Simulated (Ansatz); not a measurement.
Calculated with Ansatz (gas phase, PBE0-D4/def2-TZVP geometries, no zero-point term in ΔE). CCSD(T)/CBS adds triple-zeta CCSD(T) − MP2 to the extrapolated MP2 energy (def2 sets, frozen cores). Functionals use def2-TZVPP. B3LYP here is the variant with VWN-RPA as its local correlation; programs differ in this. For Ga outer-core shells are correlated without core-valence functions, which leaves a few kJ/mol of doubt a bond. Scalar relativity is left out up to krypton. One conformer a species, not always the lowest.

Consider the isomerisation: `[GaH2][C]1=NC1` → `N=C=[CH][GaH2]`.

(1) Is it downhill or uphill in electronic energy at CCSD(T)/CBS, and by how much? (Estimate.)

(2) What do these levels give: revPBE-D4, r2SCAN-D4, PBE0-D4, B2PLYP, PBE, r2SCAN, B3LYP, r2SCANh, CAM-B3LYP, SCS-MP2/def2-QZVPP, MP2/CBS(def2), CCSD/CBS(def2)? (Estimate.)

Largest T1 diagnostic among the species: 0.015.

Answers

(1) Ansatz gave: Downhill: ΔE = -25.0 kcal/mol.

(2) The calculation gave: revPBE-D4 -26.9, r2SCAN-D4 -29.6, PBE0-D4 -26.6, B2PLYP -28.3, PBE -27.9, r2SCAN -29.6, B3LYP -29.9, r2SCANh -29.0, CAM-B3LYP -28.1, SCS-MP2/def2-QZVPP -23.7, MP2/CBS(def2) -25.0, CCSD/CBS(def2) -24.7 kcal/mol.

From BLYP to BHLYP (50 % exact exchange), in def2-TZVPP and without D4, ΔE moves by +2.2 kcal/mol. Leaving LDA and LC-ωPBE aside and taking each functional with its dispersion term where it has one, the values, not all of them listed here, spread over 7.6 kcal/mol, from BLYP-D4 to ωB97X-V. LDA lies −1.9 kcal/mol from PBE without D4.
